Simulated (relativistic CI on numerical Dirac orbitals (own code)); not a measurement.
One change at a time: Au⁹⁺

Base calculation: Dirac-Coulomb-Breit CI, orbitals from a KLI potential per configuration, a model potential for QED, unscaled Slater integrals.

Configuration list (outside the closed core [Kr] 4d10 4f14): 5s²5p⁶5d², 5s²5p⁶5d6s, 5s²5p⁶5d5f, 5s²5p⁵5d³, 5s²5p⁶6s², 5s²5p⁶5d6p, 5s²5p⁶5f², 5s²5p⁶5d5g, 5s²5p⁶6s6p, 5s²5p⁶5f6s, 5s²5p⁶6p², 5s²5p⁶5d6d, 5s5p⁶5d³, 5s²5p⁵5d²5f, 5s²5p⁶5f6p. Double excitations out of closed p, d and f shells are left out; levels of such configurations are missing from the list, as are those of other unlisted configurations, and high levels can miss mixing partners. Some configurations lack a partner that the ground configuration has and come out too high, among them 5s²5p⁵5d²5f.

Variants: (1) QED terms removed. Shifts of the energy above 5s²5p⁶5d² ³F2, in cm⁻¹, for the lowest level and the first level of each name with at least 55 % of one term (blank where a level changes its place among those of its configuration and J or its character, or is not in the variant):

| Level | Base | Δ(1) |
| --- | --- | --- |
| 5s²5p⁶5d² ³F2 | 0 | 0 |
| 5s²5p⁶5d² ³F3 | 17122 | -50 |
| 5s²5p⁶5d² ³P0 | 22154 | -8 |
| 5s²5p⁶5d² ³F4 | 28772 | -66 |
| 5s²5p⁶5d² ³P1 | 32994 | -48 |
| 5s²5p⁶5d² ¹G4 | 47615 | -86 |
| 5s²5p⁶5d² ¹S0 | 87321 | -91 |
| 5s²5p⁶5d6s ³D1 | 268716 | -774 |
| 5s²5p⁶5d6s ³D2 | 271316 | -775 |
| 5s²5p⁶5d6s ³D3 | 289471 | -828 |
| 5s²5p⁶5d6s ¹D2 | 296002 | -825 |
| 5s²5p⁶5d6p ³F°2 | 375342 | -180 |
| 5s²5p⁶5d6p ³D°1 | 380894 | -181 |
| 5s²5p⁶5d6p ³P°1 | 423233 | -215 |
| 5s²5p⁶5d6p ³P°0 | 426577 | -216 |
| 5s²5p⁶5d6p ³F°4 | 439385 | -272 |
| 5s²5p⁶5d6p ³P°2 | 441106 | -258 |
| 5s²5p⁵5d³ ⁵D°0 | 447878 | +252 |
| 5s²5p⁶5d6p ¹P°1 | 450937 | -271 |
| 5s²5p⁵5d³ ⁵S°2 | 454864 | +216 |
| 5s²5p⁵5d³ ⁵G°6 | 473041 | +200 |
| 5s²5p⁵5d³ ³P°0 | 482266 | +240 |

At this charge transitions that keep the count of f electrons are usually good to a few per cent. Terms inside the open d or f shell come out 10 to 20 % too wide with unscaled integrals. Levels and lines within the n = 5 or 6 shells can be off by up to 10 % or somewhat more, and those that change n by about 2 %, since core polarisation is missing. Levels that differ in their count of f electrons can be misplaced by several ten thousand cm⁻¹, since the correlation energy of f electrons is missing or only estimated; rates across such gaps can be off by orders of magnitude.

Ionisation energy from one configuration of each of the two ions, the ground ones as tabulated or assumed: base 149.049 eV. The NIST ASD value (theoretical) is 149 ± 2.2 eV.

LS names give the leading component of a level, which can be under half, so a name can repeat, a term be missing and a line seem to break the LS rules.
